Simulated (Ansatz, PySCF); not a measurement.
Reaction (SMILES): CCC [propane] -> C[CH]C + H atom (the C-H bond at the site shown breaks; other sites are not compared here)
Structures are relaxed separately at B3LYP-D3(BJ)/def2-TZVP in Ansatz (a program for electronic structure).

Property: bond dissociation energy (enthalpy at 298 K, with B3LYP-D3(BJ) rigid-rotor harmonic-oscillator terms from PySCF), in eV. Correlated levels leave the core frozen unless marked. UHF or UKS for open shells. No spin-orbit coupling. No relativistic terms. CBS(X,Y): correlation extrapolated as X^-3; Hartree-Fock from the larger set. [CCSD(T)-MP2]/basis is that difference in the basis named.

```csv
level,program,bond dissociation energy (eV)
SVWN5/def2-TZVPD,Ansatz,[?]
PBE0-D4/def2-TZVP,Ansatz + dftd4,[?]
SCS-MP2/STO-3G,Ansatz,4.94
SCS-MP2/aug-cc-pVDZ,Ansatz,4.17
CCSD/cc-pVTZ,Ansatz,4.20
"RI-MP2/CBS(cc-pVTZ,cc-pVQZ)+[CCSD(T)-MP2]/cc-pVTZ",Ansatz,4.30
```

Q: Complete the blanks.

A: 
- SVWN5/def2-TZVPD, bond dissociation energy (eV): 4.51
- PBE0-D4/def2-TZVP, bond dissociation energy (eV): 4.05
